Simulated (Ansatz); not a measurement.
Mulliken charges of C$_{2}$H$_{2}$ClFSi, SMILES `FC1=C(Cl)[SiH2]1` from ωB97M-V/def2-TZVPP in Ansatz (PBE0-D4/def2-TZVP geometry).

```tsv
atom	x (Å)	y (Å)	z (Å)	charge (e)
F1	1.108	-1.313	1.515	-0.168
C2	0.473	-0.567	0.638	0.114
C3	-0.517	-0.735	-0.227	-0.100
Cl4	-1.555	-1.974	-0.735	-0.030
Si5	0.137	0.970	-0.255	0.221
H6	-0.598	2.098	0.368	-0.018
H7	1.014	1.453	-1.350	-0.018
```

Question: By hand: the dipole of these point charges (1 e Å = 4.8032 D).

Answer: Σ q r = (-0.011, 0.439, -0.176) e Å, of length 0.473 e Å = 2.27 D.

Question: How does the dipole of the full density compare? (Best estimate.)

Answer: The calculation gave: (0.025, 0.350, -0.108) e Å, 1.76 D; the point charges give 1.29 times that, at 7° from its direction.

Point charges leave out the atoms' own dipoles, such as those of lone pairs, and Mulliken's split depends on the basis, so the two needn't agree.
